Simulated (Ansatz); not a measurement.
Cost and result for the atomization energy of H$_{7}$NSeSi$_{2}$, SMILES `[SiH3]N[SiH2][SeH]` (11 atoms, 10 bonds).

Z-matrix (Å, degrees):
```
Si
N 1 1.732
H 1 1.488 2 113.1
H 1 1.487 2 109.7 3 120.5
H 1 1.484 2 106.9 3 -120.0
Si 2 1.718 1 126.6 3 97.2
H 2 1.010 1 117.2 3 -71.3
Se 6 2.283 2 114.1 1 -55.6
H 6 1.483 2 111.8 1 59.3
H 6 1.483 2 106.8 1 -178.7
H 8 1.469 6 93.4 2 -62.9
```

Charge 0, multiplicity 1. Correlated methods include outer-core shells of Se, which these sets cover unevenly. Scalar relativity is left out up to krypton. Geometry: relaxed with PBE0-D4/def2-TZVP. It is one conformer, not always the lowest. Program: Ansatz. All runs use 4 threads of an Arm Neoverse V2 on a shared host. Times are those of one run each, without the atoms' runs, and a repeat can differ threefold. Electronic energies, without spin–orbit coupling; frozen cores. CCSD(T)/CBS adds CCSD(T) − MP2 in def2-TZVPP to the MP2 limit, and its time is that of the two runs behind it. T1 = 0.010. With those shells the extrapolation isn't a true limit. B3LYP takes the VWN-RPA correlation (the form of Gaussian; ORCA's B3LYP/G).

CCSD(T)/CBS is a level of theory with its own doubt, some kJ/mol a heavy atom from the limit and from the frozen cores, so smaller differences don't rank the functionals.

```csv
level,functions,wall time
PBE-D4/def2-TZVPP (with forces),261,2.8 s
PBE0-D4/def2-TZVPP,261,4 s
r2SCAN-D4/def2-TZVPP (with forces),261,6 s
B3LYP-D4/def2-TZVPP (with forces),261,6.5 s
B2PLYP/def2-TZVPP,261,7 s
ωB97X-V/def2-TZVPP,261,9 s
ωB97M-V/def2-TZVPP (with forces),261,14 s
MP2/def2-QZVPP,496,27 s
CCSD(T)/def2-TZVPP,261,3.5 min
CCSD(T)/CBS(def2),–,4 min
```

(1) What atomization energy does each give, and how far from CCSD(T)/CBS? (An estimate is asked.)

Results:

(1) Computed: 
```csv
level,atomization (kcal/mol),difference from CCSD(T)/CBS,per bond
PBE-D4/def2-TZVPP (with forces),804.9,-7.7,-0.8
PBE0-D4/def2-TZVPP,798.6,-14.0,-1.4
r2SCAN-D4/def2-TZVPP (with forces),806.0,-6.6,-0.7
B3LYP-D4/def2-TZVPP (with forces),809.4,-3.2,-0.3
B2PLYP/def2-TZVPP,796.8,-15.8,-1.6
ωB97X-V/def2-TZVPP,816.0,3.4,0.3
ωB97M-V/def2-TZVPP (with forces),809.7,-2.9,-0.3
MP2/def2-QZVPP,801.7,-10.9,-1.1
CCSD(T)/def2-TZVPP,786.7,-25.9,-2.6
CCSD(T)/CBS(def2),812.6,0.0,0.0
```

In def2-TZVPP, CCSD(T) changes the Hartree–Fock value by +200.6 kcal/mol (the triples alone add +9.6 kcal/mol) and MP2 by +200.2 kcal/mol; breaking electron pairs costs correlation energy, which Hartree–Fock lacks. From PBE to PBE0 (25 % exact exchange), in def2-TZVPP and without D4, the atomization energy moves by −5.3 kcal/mol: exact exchange takes away binding that semilocal exchange gives to molecules. The D4 term adds +11.0 kcal/mol with B3LYP and +5.8 kcal/mol with PBE0; it sums over pairs of atoms, weighted by their polarisabilities, and B3LYP, whose exchange is more repulsive, gets the larger term.
